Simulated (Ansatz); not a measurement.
Consider the formal exchange of groups at a C–C bond: `CCOBF` + `FC1=C[SiH2]1` → `CC1=C(F)[SiH2]1` + `COBF`.

Isolated molecules relaxed with PBE0-D4/def2-TZVP in Ansatz; ΔE leaves out vibrations. CCSD(T)/CBS adds triple-zeta CCSD(T) − MP2 to the extrapolated MP2 energy (def2 sets, frozen cores). Functionals use def2-TZVPP. B3LYP here is the variant with VWN-RPA as its local correlation; programs differ in this. One conformer a species, not always the lowest.

`CCOBF`:

```xyz
11

C    -0.202   -1.497   -0.045
C     0.421   -0.212   -0.531
O    -0.484    0.870   -0.364
B    -0.248    1.859    0.506
F    -1.158    2.817    0.614
H     0.474   -2.335   -0.229
H    -1.141   -1.690   -0.566
H    -0.407   -1.449    1.027
H     0.651   -0.273   -1.598
H     1.354   -0.003    0.003
H     0.740    1.913    1.184
```

`FC1=C[SiH2]1`:

Cartesian coordinates in Å:
```
F 2.083 0.917 0.065
C 0.888 0.363 -0.010
C 0.302 -0.496 -0.828
Si -0.801 0.059 0.522
H 0.539 -1.065 -1.716
H -1.891 1.037 0.288
H -1.120 -0.814 1.679
```

`CC1=C(F)[SiH2]1`:

Cartesian coordinates in Å:
```
C -1.243 0.954 0.272
C -0.061 0.082 0.092
C 1.005 -0.344 0.753
F 1.492 -0.136 1.969
Si 0.995 -1.057 -0.889
H -1.257 1.742 -0.485
H -2.164 0.378 0.147
H -1.256 1.419 1.259
H 0.608 -2.469 -1.142
H 1.883 -0.569 -1.975
```

`COBF`:

Cartesian coordinates in Å:
```
C 0.160 -0.902 -0.575
O -0.470 0.354 -0.425
B -0.250 1.131 0.643
F -0.885 2.292 0.699
H 0.822 -1.124 0.267
H 0.742 -0.897 -1.498
H -0.605 -1.676 -0.645
H 0.487 0.821 1.535
```

| level | ΔE (kJ/mol) |
| --- | --- |
| PBE-D4 | -8.3 |
| r2SCAN-D4 | -5.1 |
| B3LYP-D4 | -6.9 |
| B3LYP | -5.8 |
| SCS-MP2/def2-TZVPP | -4.1 |
| SCS-MP2/def2-QZVPP | -4.1 |
| HF/CBS(def2) | -2.2 |
| CCSD/CBS(def2) | -2.0 |

(1) What does CCSD(T)/CBS give? (An estimate is asked.)

Largest T1 diagnostic among the species: 0.014.

## Answers

(1) The calculation gave: -2.4 kJ/mol. The listed levels differ from it by -5.9, -2.7, -4.5, -3.4, -1.7, -1.7, 0.2, 0.4 kJ/mol.
